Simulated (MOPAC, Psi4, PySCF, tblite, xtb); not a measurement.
Dimer HCl ··· HCl (SMILES Cl and Cl) at R = 3.81 Å between the centres of mass, closest contact 3.37 Å (a random orientation, not optimised). Geometry in Å and degrees:

```
Cl
H 1 1.2820
H 1 3.3719 2 124.86
Cl 3 1.2820 1 99.90 2 65.46
```

Computed with: GFN2-xTB (tblite); SAPT0/jun-cc-pVDZ, frozen core (Psi4); PBE/def2-TZVP, counterpoise-corrected (Psi4); PBE-D3(BJ)/def2-TZVP, counterpoise-corrected (Psi4); wB97X-D/def2-TZVP, counterpoise-corrected (Psi4); HF/aug-cc-pVTZ, counterpoise-corrected (Psi4); MP2/aug-cc-pVTZ = Psi4 with DF-MP2/aug-cc-pVTZ, frozen core, counterpoise-corrected; SCS-MP2/aug-cc-pVTZ = DF-SCS-MP2/aug-cc-pVTZ, frozen core, counterpoise-corrected run with Psi4 1.11; MP2/aug-cc-pVDZ = DF-MP2/aug-cc-pVDZ, frozen core, counterpoise-corrected (Psi4); CCSD/aug-cc-pVDZ = DF-CCSD/aug-cc-pVDZ, frozen core, counterpoise-corrected run with Psi4; CCSD(T)/aug-cc-pVDZ = DF-CCSD(T)/aug-cc-pVDZ, frozen core, counterpoise-corrected run with Psi4; AM1, restricted, heats of formation (MOPAC); PM6, restricted, heats of formation (MOPAC); GFN1-xTB (xtb); RKS-B3LYP/6-31G* = restricted B3LYP/6-31G*, spherical d, no counterpoise correction (PySCF); RHF/LANL2DZ = restricted Hartree-Fock/LANL2DZ, with its core potentials past Ne, no counterpoise correction (PySCF); RMP2/3-21G = restricted MP2 (frozen core)/3-21G, no counterpoise correction (PySCF 2.14.0); RKS-B3LYP/LANL2DZ = restricted B3LYP/LANL2DZ, with its core potentials past Ne, no counterpoise correction in PySCF.

**Question.** What interaction energy does each level give?

**Answer.** 
```tsv
method	E_int / kcal/mol
GFN1-xTB	-0.70
PBE-D3(BJ)/def2-TZVP	-0.52
GFN2-xTB	-0.46
MP2/aug-cc-pVTZ	-0.36
RMP2/3-21G	-0.34
PM6	-0.31
RKS-B3LYP/LANL2DZ	-0.26
AM1	-0.24
RHF/LANL2DZ	-0.24
MP2/aug-cc-pVDZ	-0.18
wB97X-D/def2-TZVP	-0.16
SCS-MP2/aug-cc-pVTZ	-0.14
CCSD(T)/aug-cc-pVDZ	-0.08
PBE/def2-TZVP	-0.04
CCSD/aug-cc-pVDZ	0.00
RKS-B3LYP/6-31G*	0.07
SAPT0/jun-cc-pVDZ	0.08
HF/aug-cc-pVTZ	0.58
```
